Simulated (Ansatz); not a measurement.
Relaxation of BH₃OS₂Si (8 atoms, charge 0, multiplicity 1), to a largest force component of 0.015 eV/Å in at most 40 steps.

Computed with Ansatz 0.2.0, RKS CAM-B3LYP-D4/def2-SVP.

```xyz
8
Properties=species:S:1:pos:R:3
O -0.021 1.154 1.678
B 0.700 0.558 0.605
Si -0.038 -0.993 -0.325
S -1.749 -0.515 -1.323
S 0.001 -0.817 -2.451
H -0.619 1.895 1.200
H 1.788 0.994 0.306
H 0.030 -2.332 0.254
```

Problem. Where does it end, and by what steps?

Solution. The run converged. The force dipped under the threshold on the way, but the program's further checks kept it going. After 22 steps the energy has fallen by 1.238 eV; H6 moved furthest, 1.57 Å.

```
step  energy less start (eV)  largest force component (eV/Å)  accepted
   0                  0.0000                           3.389       yes
   1                 -0.3682                           1.879       yes
   2                 -0.5226                           1.728       yes
   3                 -0.6817                           2.167       yes
   4                 -0.9868                           1.257       yes
   5                 -1.1281                           0.579       yes
   6                 -1.1627                           0.596       yes
   7                 -1.1730                           0.517       yes
   8                 -1.1810                           0.146       yes
   9                 -1.1891                           0.053       yes
  10                 -1.1925                           0.183       yes
  11                 -1.1933                           0.736       yes
  12                 -1.2203                           0.089       yes
  13                 -1.2284                           0.214       yes
  14                 -1.2337                           0.034       yes
  15                 -1.2278                           0.708        no
  16                 -1.2358                           0.046       yes
  17                 -1.2360                           0.183       yes
  18                 -1.2366                           0.091       yes
  19                 -1.2380                           0.016       yes
  20                 -1.2382                           0.002       yes
  21                 -1.2383                           0.090       yes
  22                 -1.2384                           0.012       yes
```

```xyz
8
Properties=species:S:1:pos:R:3
O 0.368 0.869 1.816
B 0.275 0.784 0.480
Si -0.278 -0.955 -0.362
S -1.474 -0.739 -2.109
S 0.611 -1.339 -2.256
H 0.637 1.740 2.138
H 0.514 1.731 -0.235
H -0.562 -2.148 0.472
```

Time of the run: 75 s on 2 threads of Arm Neoverse V1, with other jobs on the host, peak memory 0.25 GiB.
